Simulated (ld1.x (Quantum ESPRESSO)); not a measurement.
# Before and after: TM semilocal potential for ytterbium (Yb)

ld1.x (Quantum ESPRESSO) 7.5 input, shortened:

```
&input
   title='Yb', zed=70., rel=1, dft='PBE', iswitch=3,
   config='[Xe] 4f14 5d0 6s2 6p0'
 /
 &inputp
   pseudotype=1, tm=.true., lloc=3,
   nlcc=.false.
 /
4
5S  1  0   2.00   0.00  1.30  1.30  0.0
5P  2  1   6.00   0.00  2.45  2.45  0.0
5D  3  2   0.00   0.00  3.15  3.15  0.0
4F  4  3  14.00   0.00  1.25  1.25  0.0
 &test
   configts(1)='4f14 5s2 5p6 5d0 6s2 6p0'
 /
```

Occupied shells without a wave of their own: 6s. They enter only through the test configuration that unscreens the potential.

Change: wave 5s (bound): rc 1.30 bohr becomes 5s (bound): rc 1.62 bohr.

Cutoffs: the cutoffs (Ry, on a coarse ladder) from which the occupation-weighted sum of valence levels, in a spherical-Bessel basis at the reference potential, stays within 10 and 1 mRy of its value at 400 Ry; they do not see the model core or the augmentation charge, which bear on the density cutoff. Errors are all-electron minus pseudo energies relative to the spin-unpolarised reference configuration.

Problem. What does the change do?

Solution. The miss of the reference levels goes from 0.04 to 0.25 eV; of the 7 tests that both files solve, the error grows in 6 and shrinks in 1 by more than 15 % and 0.3 meV (median size 104.2 → 646.0 meV); the range in which the s phases agree narrows (upper end 2.7 → -0.6); neither file shows a bound ghost. A semilocal file is local in each channel, so a ghost entry of none says nothing of the separable form that plane-wave codes build from it.

```csv
quantity,base,changed
"cutoff, loose",300 Ry,300 Ry
"cutoff, tight",over 300 Ry,over 300 Ry
loose cutoff by channel (10 mRy a level),"s 70 Ry, p 15 Ry, f 230 Ry","s 50 Ry, p 15 Ry, f 230 Ry"
bound ghosts,none,none
"largest miss of a reference level, eV",0.04,0.25
"error for 4f14 5s2 5p6 5d0 6s1 6p0, meV [ΔE 6.53 eV]",-64,-353
"error for 4f14 5s2 5p6 5d0 6s0 6p0, meV [ΔE 18.78 eV]",-171,-950
"error for 4f13 5s2 5p6 5d0 6s0 6p0, meV [ΔE 45.36 eV]",-167,-1456
"error for 4f14 5s1 5p6 5d0 6s2 6p0, meV [ΔE 61.10 eV]",+0.7,+67
"error for 4f12 5s2 5p6 5d0 6s0 6p0, meV [ΔE 91.77 eV]",+104,-1687
"error for 4f14 5s2 5p5 5d0 6s2 6p0, meV [ΔE 32.99 eV]",-26,-5.9
"error for 4f14 5s2 5p6 5d1 6s0 6p0, meV [ΔE 9.47 eV]",-114,-646
s: phases at 3.39 bohr within 0.05 rad from the reference energy up to (Ry; the scan ends near 5),2.7,-0.6
p: phases at 3.39 bohr within 0.05 rad from the reference energy up to (Ry; the scan ends near 5),-0.1,-0.1
d: phases at 3.39 bohr within 0.05 rad from the reference energy up to (Ry; the scan ends near 5),1.3,1.3
f: phases at 3.39 bohr within 0.05 rad from the reference energy up to (Ry; the scan ends near 5),3.8,3.8
```

Changed file: The 6s level has no wave, so the channel is fitted at the deeper level alone: the likely source of the large errors.
